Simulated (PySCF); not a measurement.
Sb⁺ (antimony, charge +1) across methods

[Kr] 4d10 5s2 5p1 5d1, one real determinant (an excited configuration). All numbers are calculated (PySCF 2.14, scalar relativity by spin-free X2C-1e, in aug-cc-pVQZ-DK3).

```json
{"method": "PBE0", "E (hartree)": "-6479.49", "mean ε 5s β (eV)": "-23.403", "mean ε 5p α (eV)": "-15.644", "mean ε 5d α (eV)": "-5.957", "Σ⟨r²⟩ (bohr²)": "60.95", "⟨S²⟩": "2.002"}
{"method": "r2SCAN", "E (hartree)": "-6479.83", "mean ε 5s β (eV)": "-22.530", "mean ε 5p α (eV)": "-14.823", "mean ε 5d α (eV)": "-5.541", "Σ⟨r²⟩ (bohr²)": "60.40", "⟨S²⟩": "2.003"}
{"method": "PBE", "E (hartree)": "-6479.43", "mean ε 5s β (eV)": "-22.367", "mean ε 5p α (eV)": "-14.461", "mean ε 5d α (eV)": "-5.588", "Σ⟨r²⟩ (bohr²)": "60.35", "⟨S²⟩": "2.001"}
{"method": "UHF", "E (hartree)": "-6477.04812", "mean ε 5s β (eV)": "-25.522", "mean ε 5p α (eV)": "-18.641", "mean ε 5d α (eV)": "-6.586", "Σ⟨r²⟩ (bohr²)": "65.00", "⟨S²⟩": "2.008"}
{"method": "LDA", "E (hartree)": "-6473.63", "mean ε 5s β (eV)": "-22.824", "mean ε 5p α (eV)": "-14.579", "mean ε 5d α (eV)": "-5.486", "Σ⟨r²⟩ (bohr²)": "60.23", "⟨S²⟩": "2.001"}
{"method": "HSE06", "E (hartree)": "-6479.42", "mean ε 5s β (eV)": "-23.098", "mean ε 5p α (eV)": "-15.223", "mean ε 5d α (eV)": "-5.623", "Σ⟨r²⟩ (bohr²)": "61.07", "⟨S²⟩": "2.002"}
{"method": "TPSSh", "E (hartree)": "-6479.57", "mean ε 5s β (eV)": "-22.627", "mean ε 5p α (eV)": "-15.015", "mean ε 5d α (eV)": "-5.683", "Σ⟨r²⟩ (bohr²)": "60.52", "⟨S²⟩": "2.002"}
{"method": "PW91", "E (hartree)": "-6480.36", "mean ε 5s β (eV)": "-22.449", "mean ε 5p α (eV)": "-14.517", "mean ε 5d α (eV)": "-5.605", "Σ⟨r²⟩ (bohr²)": "60.18", "⟨S²⟩": "2.001"}
```

⟨L²⟩ = 8.01 against 12 for a pure F term, so this real determinant mixes terms. The outer electron is Rydberg-like, and this basis confines it to a smaller radius and binds it less than a complete one would.
